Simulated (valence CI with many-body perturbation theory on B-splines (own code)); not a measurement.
**Se+: E2, E3, M1, M2 decay**

Computed by configuration interaction combined with many-body perturbation theory (CI+MBPT): five valence electrons over a frozen Dirac-Fock core [Ar] 3d10, radial functions for each j: 10 s, 10 p, 9 d, 7 f, 4 g, 2 h, with the one-electron correlation potential Σ1, the two-electron term Σ2, the three-electron term Σ3, Breit, model QED; selected CI, second order for the rest, scaled by the run's own slope (own B-spline code, finite nucleus).

Set against measurement, 14 paired levels are off by 163 cm⁻¹ on average, the worst by 326. These come from a selection out of the NIST Handbook of Basic Atomic Spectroscopic Data. Levels without a partner in it may be off by more. Among the levels kept, up to 820 cm⁻¹ of a level comes from second order outside the variational space, and about a tenth of that is noise between levels of different J, which matters for small intervals.

Lines 1 to 19 of 19 in falling wavelength, among levels below 124164 cm⁻¹, chosen from the decays that carry over 1 % of a level's rate. Wavelengths and rates use the calculated energies, so an error of 200 cm⁻¹ moves a line at 1078 nm by 2.2 % and its rate by three times that or more. Electric multipoles are in the length gauge, E1 and E2 with the static RPA response of the core. S is in atomic units (e²a₀⁴ for E2 and M2, e²a₀⁶ for E3), for M1 in squared Bohr magnetons. Weak lines are less certain than strong ones. Lines between different terms over intervals too small for the method are left out, as are lines whose strength nearly cancels.

```csv
λ vac (nm),λ from measured levels,Upper,Lower,Type,A (s⁻¹),S (a.u.)
16420,16230,4s2 4p3 2D°_5/2,4s2 4p3 2D°_3/2,M1,2.31e-03,2.28e+00
7493,,4s2 4p2 4d 4F_9/2,4s2 4p2 4d 4F_7/2,M1,6.00e-02,9.36e+00
1154,,4s2 4p2 4d 4F_9/2,4s2 4p2 5s 4P_5/2,E2,3.40e-01,6.21e+02
1078,1081,4s2 4p3 2P°_1/2,4s2 4p3 2D°_5/2,E2,8.73e-02,2.27e+01
1012,1013,4s2 4p3 2P°_1/2,4s2 4p3 2D°_3/2,M1,9.20e-01,7.06e-02
1012,1013,4s2 4p3 2P°_1/2,4s2 4p3 2D°_3/2,E2,1.68e-01,3.17e+01
988.7,989.1,4s2 4p3 2P°_3/2,4s2 4p3 2D°_5/2,M1,9.07e-01,1.30e-01
988.7,989.1,4s2 4p3 2P°_3/2,4s2 4p3 2D°_5/2,E2,2.13e-01,7.19e+01
932.6,932.3,4s2 4p3 2P°_3/2,4s2 4p3 2D°_3/2,M1,1.89e+00,2.27e-01
932.6,932.3,4s2 4p3 2P°_3/2,4s2 4p3 2D°_3/2,E2,1.03e-01,2.61e+01
757.6,759.4,4s2 4p3 2D°_3/2,4s2 4p3 4S°_3/2,M1,2.72e-01,1.75e-02
757.6,759.4,4s2 4p3 2D°_3/2,4s2 4p3 4S°_3/2,E2,3.77e-03,3.36e-01
724.2,725.5,4s2 4p3 2D°_5/2,4s2 4p3 4S°_3/2,M1,7.89e-03,6.67e-04
724.2,725.5,4s2 4p3 2D°_5/2,4s2 4p3 4S°_3/2,E2,6.73e-03,7.18e-01
433.2,434.1,4s2 4p3 2P°_1/2,4s2 4p3 4S°_3/2,M1,2.00e+00,1.21e-02
422.8,,4s2 4p2 4d 4F_9/2,4s 4p4 4P_5/2,E2,7.62e-02,9.19e-01
418.0,418.5,4s2 4p3 2P°_3/2,4s2 4p3 4S°_3/2,M1,4.47e+00,4.84e-02
107.1,,4s2 4p2 4d 4F_9/2,4s2 4p3 2D°_5/2,M2,2.79e-01,3.50e-03
93.27,,4s2 4p2 4d 4F_9/2,4s2 4p3 4S°_3/2,E3,4.80e-02,9.38e+02
```
